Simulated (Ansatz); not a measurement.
CuN3H9, that is [Cu(NH3)3]+ with one electron more. The state is a doublet with charge 0. Geometry PBE-D4/def2-SVP, that of the charge +1 singlet.

```xyz
13

Cu    0.0013    0.0040    0.0041
N    -0.8203   -1.8624   -0.0903
H    -0.4642   -2.5262    0.6135
H    -0.6635   -2.3237   -0.9997
H    -1.8442   -1.8592    0.0357
N    -0.6453    1.4568   -1.2744
H     0.0989    1.7975   -1.9026
H    -0.9906    2.2980   -0.7872
H    -1.4149    1.1716   -1.8983
N     1.4641    0.4066    1.3666
H     1.8019    1.3806    1.3613
H     2.3076   -0.1721    1.2322
H     1.1691    0.2286    2.3390
```

(1) Estimate the α-spin orbital energies around the gap (eV) in Ansatz with PBE-D4/def2-TZVP, r2SCAN-D4/def2-TZVP, PBE0-D4/def2-TZVP.

## Answers

(1) 
```
orbital  PBE-D4/def2-TZVP  r2SCAN-D4/def2-TZVP  PBE0-D4/def2-TZVP
 HOMO−5             -4.29                -4.33              -6.16
 HOMO−4             -4.23                -4.27              -6.16
 HOMO−3             -4.23                -4.27              -6.10
 HOMO−2             -3.60                -3.64              -5.40
 HOMO−1             -3.60                -3.64              -5.39
   HOMO             -1.29                -1.28              -1.59
   LUMO             -0.02                 0.26               0.64
 LUMO+1             -0.02                 0.27               0.65
 LUMO+2              1.61                 2.00               2.41
 LUMO+3              1.82                 2.23               2.68
 LUMO+4              1.82                 2.23               2.68
 LUMO+5              1.92                 2.30               2.79
 β HOMO             -3.55                -3.58              -5.35
 β LUMO             -1.00                -0.47              -0.24
```
